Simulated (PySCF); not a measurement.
SMILES N#CCC[SeH], singlet, CAM-B3LYP/def2-SVP optimised geometry.

```
10

N      2.66    -0.66     0.00
C      1.50    -0.66     0.00
C      0.04    -0.63    -0.02
C     -0.50     0.62    -0.70
Se    -2.45     0.67    -0.81
H     -0.33    -1.53    -0.53
H     -0.32    -0.69     1.02
H     -0.16     0.67    -1.75
H     -0.14     1.53    -0.21
H     -2.66     0.88     0.63
```

Density from CAM-B3LYP/def2-TZVP run with PySCF at that geometry.

Minimum of the electron density along straight lines between bonded atoms, close to the bond critical point (lines longer than 1.1 times the sum of covalent radii, or with two minima, are not listed):

```
bond     length / Å  ρ at the minimum / e bohr⁻³  ∇²ρ there / e bohr⁻⁵  position (fraction from the first atom)
-------  ----------  ---------------------------  --------------------  ---------------------------------------
N1–C2         1.153                        0.497                 -0.26                                     0.65
C2–C3         1.465                        0.267                 -0.74                                     0.55
C3–C4         1.530                        0.246                 -0.61                                     0.51
C4–Se5        1.954                        0.149                 -0.16                                     0.48
C3–H6         1.100                        0.277                 -0.96                                     0.65
C3–H7         1.101                        0.276                 -0.95                                     0.65
C4–H8         1.099                        0.278                 -0.96                                     0.65
C4–H9         1.097                        0.280                 -0.97                                     0.65
Se5–H10       1.470                        0.177                 -0.33                                     0.63
```
